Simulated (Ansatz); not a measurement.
## Strength of the C–C bond: C3H9B → BH(CH2)(CH3) + CH3

Species: C3H9B `CBCC`, singlet; BH(CH2)(CH3), doublet; CH3 (methyl radical) `[CH3]`, doublet. 

Shapes, held fixed at every level: PBE0-D4/def2-TZVP. Flexible molecules stand in one conformer, not always the lowest. Programs: Ansatz 0.2.0. The zero-point and thermal change to 298 K, harmonic and unscaled (PBE0-D4/def2-TZVP), is -23.1 kJ/mol.

| level | kind | ΔH(298 K) (kJ/mol) | less CCSD(T)/CBS estimate | CPU time (sum over the molecules) |
| --- | --- | --- | --- | --- |
| PBE-D4/def2-TZVPP | GGA | +339.6 | 0.0 | 9.9 s |
| r2SCAN-D4/def2-TZVPP | meta-GGA | +308.4 | -31.2 | 16 s |
| B3LYP-D4/def2-TZVPP | global hybrid | +318.9 | -20.7 | 14 s |
| BHLYP-D4/def2-TZVPP | global hybrid | +308.0 | -31.6 | 10 s |
| r2SCAN0-D4/def2-TZVPP | global hybrid | +306.9 | -32.7 | 16 s |
| B2PLYP/def2-TZVPP | double hybrid | +321.2 | -18.4 | 18 s |
| CCSD(T)/def2-SVP | coupled cluster or CI | +332.3 | -7.3 | 13 s |
| CCSD(T)/CBS estimate | coupled cluster or CI | +339.6 | 0.0 | 13 min |

The highest level, CCSD(T)/CBS estimate, gives ΔH(298 K) = +339.6 kJ/mol; the levels span +306.9 to +339.6. The column of differences is taken from that level and isn't an error. No measured value is set beside it here. Open shells run unrestricted unless RO is named. The CBS estimate extrapolates MP2 from def2-TZVPP and def2-QZVPP and adds CCSD(T) − MP2 in the triple-zeta set, cores frozen. Times are processor times on shared x86 and Arm servers, and rough.
